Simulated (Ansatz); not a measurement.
`CN/C(=C\C(=O)OC)OC`, one more setting.

```yaml
crystal:
  periodic: [false, false, false]
  atoms:
    - {symbol: C, position_ang: [2.021269, -0.299358, -1.741604]}
    - {symbol: N, position_ang: [0.848973, -0.344669, -0.909573]}
    - {symbol: C, position_ang: [0.593329, 0.527293, 0.077912]}
    - {symbol: C, position_ang: [-0.519129, 0.535258, 0.878860]}
    - {symbol: C, position_ang: [-1.632237, -0.367728, 0.829416]}
    - {symbol: O, position_ang: [-2.597487, -0.325175, 1.557868]}
    - {symbol: O, position_ang: [-1.534560, -1.331369, -0.142143]}
    - {symbol: C, position_ang: [-2.632165, -2.229625, -0.201113]}
    - {symbol: O, position_ang: [1.585116, 1.419719, 0.196965]}
    - {symbol: C, position_ang: [1.488873, 2.418730, 1.190137]}
    - {symbol: H, position_ang: [1.967904, -1.128278, -2.446305]}
    - {symbol: H, position_ang: [2.085536, 0.632842, -2.309905]}
    - {symbol: H, position_ang: [2.939390, -0.402832, -1.157487]}
    - {symbol: H, position_ang: [0.134926, -1.037979, -1.059150]}
    - {symbol: H, position_ang: [-0.608415, 1.286925, 1.645214]}
    - {symbol: H, position_ang: [-2.743865, -2.768258, 0.740923]}
    - {symbol: H, position_ang: [-2.409005, -2.924507, -1.009484]}
    - {symbol: H, position_ang: [-3.560517, -1.694996, -0.407115]}
    - {symbol: H, position_ang: [2.392892, 3.017097, 1.095499]}
    - {symbol: H, position_ang: [1.443206, 1.977355, 2.188962]}
    - {symbol: H, position_ang: [0.611463, 3.050157, 1.028921]}
basis:
  gaussian: {orbitals: aug-pcseg-2}
hamiltonian: {xc: {name: PBE0-DH}}
```

```sh
$ ansatz run in.yaml --threads 4 --pin off --events-out ev --progress --plain --max-ram 46080MiB --backend cuda --devices 0, --max-vram 37GiB
```

Output, abridged:

```
Functional definition: PBE0-DH
4316 factors; integrals over basis functions are off by at most 9.8e-4 eV
mean field evaluation 1: about -14004.1171 eV, gradient 7.0e1 eV
mean field evaluation 2: about -14004.3020 eV, gradient 7.0e1 eV
mean field evaluation 4: about -14013.5671 eV, gradient 1.3e1 eV
mean field evaluation 8: about -14013.8699 eV, gradient 2.9e-1 eV
mean field evaluation 16: about -14013.8701 eV, gradient 4.2e-4 eV
mean field -14013.87014793 eV, -515.0002289940 hartree, gradient 3.3e-6 eV, S^2 0.000000; 0 other end points of the search recorded, 1 dependent functions left out
10 core orbitals not correlated: weight in the atoms' cores, before any rotation towards them, 1.000 or more for the frozen orbitals, at most 0.000 for the correlated occupied ones
reference -14013.87019193 eV, -515.0002306110 hartree; 29, 29 occupied and 673, 673 virtual orbitals, 4316 factors
second order -63.21484672 eV of doubles, -0.00000000 eV of singles
Total energy: -14021.77204777 eV, -515.2906184571 hartree
```

It took 6.5 s on 4 threads of an AMD EPYC 7R13 on a shared host and a share of an NVIDIA H100 80 GB, with 7.8 GiB of host memory at the peak.
